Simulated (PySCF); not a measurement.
Some computed properties have been withheld. Give your best values.

C3H12OSSi4.
Numbering: `[CH:1]#[C:2][Si@@H:3]([O:4][SiH3:5])[Si@H:6]([CH3:7])[S:8][SiH3:9]` (hydrogens: H10 on C1; H11 on Si3; H12, H13, H14 on Si5; H15 on Si6; H16, H17, H18 on C7; H19, H20, H21 on Si9)

Conformer (atom-mapped SMILES and torsion angles): `[CH:1]#[C:2][Si@@H:3]([O:4][SiH3:5])[Si@H:6]([CH3:7])[S:8][SiH3:9]`: C2–Si3–O4–Si5 -38°, C2–Si3–Si6–C7 -165°, Si3–Si6–S8–Si9 177°.

```tsv
property	level	value
point group of the GFN2-xTB geometry	GFN2-xTB	C1
rotational constants A, B, C of the GFN2-xTB geometry	GFN2-xTB	?
dipole moment	PBE0/pcSseg-1	1.74 D
HOMO energy	PBE0/pcSseg-1	?
LUMO energy	PBE0/pcSseg-1	?
13C chemical shifts (computed TMS as zero) by class	GIAO PBE0/pcSseg-1	?
1H chemical shifts (computed TMS as zero) by class	GIAO PBE0/pcSseg-1	?
isotropic shieldings of nuclei other than C and H, by class	GIAO PBE0/pcSseg-1	?
```

Gas-phase values; electronic properties from PySCF, density fitting. The structure is a single GFN2-xTB conformer in the gas phase; no vibrational or solvent corrections. GFN2-xTB frequencies show an imaginary mode (33i cm⁻¹), so this geometry is no minimum at that level. NMR classes are plain means over equivalent atoms (diastereotopic ones count apart unless rotation or inversion swaps them), as if these changed places fast; in this geometry the members of some classes differ.

(1) What is the HOMO energy?

(2) The 13C chemical shifts (computed TMS as zero) by class?

(3) The rotational constants A, B, C of the GFN2-xTB geometry?

(4) Give the isotropic shieldings of nuclei other than C and H, by class.

(5) Give the 1H chemical shifts (computed TMS as zero) by class.

(6) What is the LUMO energy?

## Answers

(1) -7.11 eV.

(2) 105.4 (C1), 89.2 (C2), -0.7 (C7) ppm.

(3) 1.229, 0.347, 0.285 GHz.

(4) 326 (O4), 374 (Si6), 391 (Si3), 392 (Si5), 406 (Si9), 830 (S8) ppm.

(5) 5.59 (H11), 5.22 (H15), 5.12 (H12/H13/H14), 4.64 (H19/H20/H21), 2.23 (H10), 0.55 (H16/H17/H18) ppm.

(6) -1.03 eV.

The rotational constants make it an asymmetric top with κ = (2B − A − C)/(A − C) = -0.87, nearer the prolate limit (−1). The dipole equals about 5.8 × 10⁻³⁰ C·m (1 D = 3.33564 × 10⁻³⁰ C·m). A dipole of 1.74 D is allowed in C1, and pure rotational transitions are dipole-allowed. With B = h/(8π²I), that is 505.379 GHz u Å² over I, the principal moments of inertia are 411.1, 1457.4 and 1774.0 u Å² (most abundant isotopes).
